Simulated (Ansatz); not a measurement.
Geometry optimisation, DFT LDA, scalar-relativistic, plane waves, PAW (Ansatz).

input.yaml

```yaml
crystal:
  lattice:
    - [0.0, 5.43, 5.43]
    - [5.43, 0.0, 5.43]
    - [5.43, 5.43, 0.0]
  atoms:
    - { symbol: Si, position: [0.0, 0.0, 0.0] }
    - { symbol: Si, position: [0.125, 0.125, 0.125] }
    - { symbol: Si, position: [0.0, 0.0, 0.5] }
    - { symbol: Si, position: [0.125, 0.125, 0.625] }
    - { symbol: Si, position: [0.0, 0.5, 0.0] }
    - { symbol: Si, position: [0.125, 0.625, 0.125] }
    - { symbol: Si, position: [0.0, 0.5, 0.5] }
    - { symbol: Si, position: [0.125, 0.625, 0.625] }
    - { symbol: Si, position: [0.5, 0.0, 0.0] }
    - { symbol: Si, position: [0.625, 0.125, 0.125] }
    - { symbol: Si, position: [0.5, 0.0, 0.5] }
    - { symbol: Si, position: [0.625, 0.125, 0.625] }
    - { symbol: Si, position: [0.5, 0.5, 0.0] }
    - { symbol: Si, position: [0.625, 0.625, 0.125] }
    - { symbol: Si, position: [0.5, 0.5, 0.5] }
    - { symbol: Si, position: [0.625, 0.625, 0.625] }
    - { symbol: Ti, position: [0.8089383, 0.8246676, 0.3032661] }
basis:
  ecutwfc: 420.0
kpoints:
  mp_grid: { grid: [2, 2, 2] }
hamiltonian:
  xc: lda
  pseudopotentials: { kind: paw, azcp: { folder: soft_1 } }
scf:
  occupations: { method: fermi_dirac, width: 0.02 }
  lower_state_search: "off"
relax:
  f_tol: 0.03
  max_steps: 60
  adjacent_minimum: "off"
output:
  write_density: true
  write_potential: true
  elf: true
  volumetric_format: npy
```

Command:

```bash
$ ansatz run input.yaml --threads 1 --pin off --max-ram 3072MiB --backend cpu --events-out ev --progress --plain --runs-dir out
```

Question: Where does it end, and by what steps?

Answer: It converged. Limits of this set-up: coarse k mesh, PAW files made for another functional, a small cell, in which the defect meets its images. After 9 steps the energy has fallen by 3.161 eV; Ti17 moved furthest, 1.09 Å. Joined: Si5–Ti17 (3.54 → 2.75 Å), Si14–Ti17 (3.52 → 2.42 Å), Si15–Ti17 (3.56 → 2.75 Å).

| step | energy less start (eV) | largest force component (eV/Å) | accepted |
| --- | --- | --- | --- |
| 0 | 0.0000 | 3.800 | yes |
| 1 | -1.1531 | 1.422 | yes |
| 2 | -1.3990 | 0.171 | yes |
| 3 | -1.4513 | 0.404 | yes |
| 4 | -1.7033 | 1.004 | yes |
| 5 | -2.0855 | 1.045 | yes |
| 6 | -2.4971 | 0.905 | yes |
| 7 | -2.9023 | 0.546 | yes |
| 8 | -3.1487 | 0.094 | yes |
| 9 | -3.1614 | 0.017 | yes |

```xyz
17
Lattice="0.0000 5.4300 5.4300 5.4300 0.0000 5.4300 5.4300 5.4300 0.0000" Properties=species:S:1:pos:R:3
Si 0.033 0.028 0.074
Si 1.409 1.404 1.384
Si 2.744 2.739 0.031
Si 4.085 4.080 1.372
Si 2.725 0.042 2.764
Si 4.068 1.437 4.160
Si 5.464 2.782 2.750
Si 6.839 4.091 4.126
Si 0.047 2.720 2.764
Si 1.443 4.063 4.160
Si 2.787 5.459 2.750
Si 4.097 6.834 4.126
Si 2.770 2.765 5.486
Si 4.084 4.079 6.801
Si 5.477 5.472 5.441
Si 6.873 6.868 6.784
Ti 5.479 5.475 8.196
```

Run time: 77 s on 1 thread of Arm Neoverse V1 (shared host), peak memory 0.51 GiB.
